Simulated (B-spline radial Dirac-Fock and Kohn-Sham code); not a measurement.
**Dy¹⁵⁺: scattering cross sections and density moments**

System: the Dy¹⁵⁺ ion, [Kr] 4d10 4f5.

These are calculated numbers from a radial B-spline solver; the model is Dirac-Fock densities.

```
Sum of ⟨r⟩                          : 17.93 bohr
Sum of ⟨r²⟩                         : 9.904 bohr²
Sum of ⟨1/r⟩                        : 442.33 per bohr
Langevin diamagnetic susceptibility : -7.84 × 10⁻⁶ cm³/mol
Lamb shielding (α²/3)Σ⟨1/r⟩         : 7852 ppm
```

Coherent scattering is the Thomson cross section weighted by f₀², without anomalous dispersion; incoherent scattering is Klein-Nishina weighted by S. The Lamb formula is the non-relativistic shielding expression. Electron correlation is left out.

```
hν (keV)  coherent (b)  incoherent (b)  incoherent per electron (b)
  8.0478          1081           5.104                        0.100
      10         905.4           6.645                        0.130
 17.4793         508.4           11.47                        0.225
      20         436.0           12.73                        0.250
     100         39.40           20.97                        0.411
     200         11.47           19.14                        0.375
     500         2.046           14.39                        0.282
    1000        0.5291           10.67                        0.209
```

Incoherent scattering overtakes coherent scattering between 100 and 200 keV.
